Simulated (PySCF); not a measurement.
Record of a relaxation.

Species: GaBr3.
Bonds: Ga1–Br2, Ga1–Br3, Ga1–Br4.

Method: PBE0-D3(BJ)/def2-SVP geometry optimisation, gas phase in PySCF 2.14.0; density fitting, grid level 1; the optimiser is geomeTRIC in internal coordinates, started from a GFN2-xTB structure with every atom displaced at random (about 0.03 Å). 14 of its 15 geometries are shown. The frame can shift and turn from step to step; on so coarse a grid that alone can change the energy by a few meV, and forces under 0.02 eV/Å are noise.

Step 0: E = -262458.4421 eV, largest atomic force 2.313 eV/Å
```
atom  x, y, z in Å  |  force x, y, z in eV/Å
Ga1     0.061   -0.076    0.012   -1.004   2.083  -0.068
Br2     2.277   -0.041    0.006    0.710   0.065   0.029
Br3    -1.184    1.992   -0.043    0.814  -1.256   0.029
Br4    -1.071   -1.966   -0.006   -0.520  -0.892   0.011
```

Step 1: E = -262458.6123 eV, largest atomic force 0.308 eV/Å
```
atom  x, y, z in Å  |  force x, y, z in eV/Å
Ga1     0.031   -0.050   -0.022   -0.158   0.261   0.038
Br2     2.286    0.029    0.024    0.105  -0.055  -0.010
Br3    -1.110    1.920   -0.039    0.050  -0.068  -0.031
Br4    -1.124   -1.990    0.006    0.003  -0.138   0.002
```

Step 2: E = -262458.6152 eV, largest atomic force 0.074 eV/Å
```
atom  x, y, z in Å  |  force x, y, z in eV/Å
Ga1     0.026   -0.035    0.017   -0.037   0.020  -0.061
Br2     2.290    0.017    0.011    0.004  -0.030   0.040
Br3    -1.118    1.919   -0.058   -0.012   0.046  -0.008
Br4    -1.115   -1.992   -0.001    0.045  -0.036   0.029
```

Step 3: E = -262458.6171 eV, largest atomic force 0.072 eV/Å
```
atom  x, y, z in Å  |  force x, y, z in eV/Å
Ga1     0.023   -0.024   -0.006    0.000  -0.072   0.004
Br2     2.290    0.006    0.027   -0.046  -0.006   0.011
Br3    -1.130    1.924   -0.064   -0.011   0.057  -0.034
Br4    -1.100   -1.997    0.013    0.057   0.021   0.018
```

Step 4: E = -262458.6173 eV, largest atomic force 0.061 eV/Å
```
atom  x, y, z in Å  |  force x, y, z in eV/Å
Ga1     0.016   -0.019   -0.012   -0.020  -0.042   0.021
Br2     2.283    0.004    0.039   -0.031   0.013   0.007
Br3    -1.137    1.932   -0.086    0.015  -0.016  -0.047
Br4    -1.079   -2.008    0.029    0.037   0.044   0.019
```

Step 5: E = -262458.6175 eV, largest atomic force 0.062 eV/Å
```
atom  x, y, z in Å  |  force x, y, z in eV/Å
Ga1     0.011   -0.019   -0.011   -0.016  -0.012   0.017
Br2     2.276    0.008    0.046    0.000   0.018   0.012
Br3    -1.137    1.934   -0.106    0.008  -0.033  -0.052
Br4    -1.067   -2.014    0.040    0.008   0.026   0.023
```

Step 6: E = -262458.6177 eV, largest atomic force 0.061 eV/Å
```
atom  x, y, z in Å  |  force x, y, z in eV/Å
Ga1     0.009   -0.020   -0.007   -0.004   0.012   0.006
Br2     2.273    0.014    0.049    0.016   0.017   0.018
Br3    -1.137    1.932   -0.119   -0.004  -0.031  -0.053
Br4    -1.062   -2.016    0.046   -0.009   0.002   0.029
```

Step 8: E = -262458.6180 eV, largest atomic force 0.059 eV/Å
```
atom  x, y, z in Å  |  force x, y, z in eV/Å
Ga1     0.010   -0.022   -0.005    0.013   0.012   0.000
Br2     2.274    0.021    0.052    0.010   0.015   0.021
Br3    -1.139    1.926   -0.130   -0.014  -0.016  -0.055
Br4    -1.062   -2.016    0.052   -0.010  -0.010   0.034
```

Step 9: E = -262458.6182 eV, largest atomic force 0.059 eV/Å
```
atom  x, y, z in Å  |  force x, y, z in eV/Å
Ga1     0.011   -0.022   -0.004    0.016   0.006   0.000
Br2     2.275    0.023    0.054    0.004   0.014   0.021
Br3    -1.141    1.924   -0.134   -0.014  -0.011  -0.057
Br4    -1.062   -2.015    0.054   -0.006  -0.009   0.035
```

Step 10: E = -262458.6184 eV, largest atomic force 0.060 eV/Å
```
atom  x, y, z in Å  |  force x, y, z in eV/Å
Ga1     0.012   -0.022   -0.004    0.017   0.001   0.000
Br2     2.276    0.025    0.056   -0.002   0.014   0.022
Br3    -1.143    1.921   -0.139   -0.013  -0.009  -0.058
Br4    -1.062   -2.015    0.058   -0.002  -0.006   0.037
```

Step 11: E = -262458.6187 eV, largest atomic force 0.068 eV/Å
```
atom  x, y, z in Å  |  force x, y, z in eV/Å
Ga1     0.013   -0.022   -0.006    0.009  -0.001   0.005
Br2     2.277    0.035    0.065   -0.004   0.016   0.021
Br3    -1.151    1.915   -0.163   -0.007  -0.021  -0.064
Br4    -1.056   -2.018    0.074    0.002   0.006   0.038
```

Step 12: E = -262458.6191 eV, largest atomic force 0.068 eV/Å
```
atom  x, y, z in Å  |  force x, y, z in eV/Å
Ga1     0.014   -0.022   -0.004    0.009  -0.002  -0.002
Br2     2.277    0.043    0.071   -0.004   0.018   0.023
Br3    -1.157    1.908   -0.185   -0.006  -0.024  -0.063
Br4    -1.051   -2.019    0.088    0.001   0.007   0.042
```

Step 13: E = -262458.6192 eV, largest atomic force 0.068 eV/Å
```
atom  x, y, z in Å  |  force x, y, z in eV/Å
Ga1     0.014   -0.022   -0.005    0.010  -0.003  -0.001
Br2     2.277    0.045    0.073   -0.004   0.018   0.022
Br3    -1.158    1.906   -0.190   -0.007  -0.021  -0.064
Br4    -1.050   -2.019    0.091    0.001   0.006   0.042
```

Step 14: E = -262458.6192 eV, largest atomic force 0.068 eV/Å
```
atom  x, y, z in Å  |  force x, y, z in eV/Å
Ga1     0.015   -0.022   -0.005    0.010  -0.003   0.000
Br2     2.277    0.046    0.073   -0.004   0.017   0.022
Br3    -1.158    1.905   -0.190   -0.007  -0.019  -0.065
Br4    -1.051   -2.019    0.091    0.001   0.005   0.043
```

**Question.** Summarise the path.

**Answer.** The energy falls by 17.09 kJ/mol from step 0 to step 14; nine tenths of that is first reached at step 1. It falls at every step. The largest force goes from 2.313 to 0.068 eV/Å. Among the bonds Ga1–Br3 changes most, from 2.415 to 2.264 Å; the atoms move by 0.062 Å rms after alignment.

The cost below is that of the whole optimisation. Time: 6.6 min wall, 5.5 min CPU; peak memory 0.59 GiB. Hardware: one thread, Intel Xeon at 2.50 GHz (x86_64), shared host.
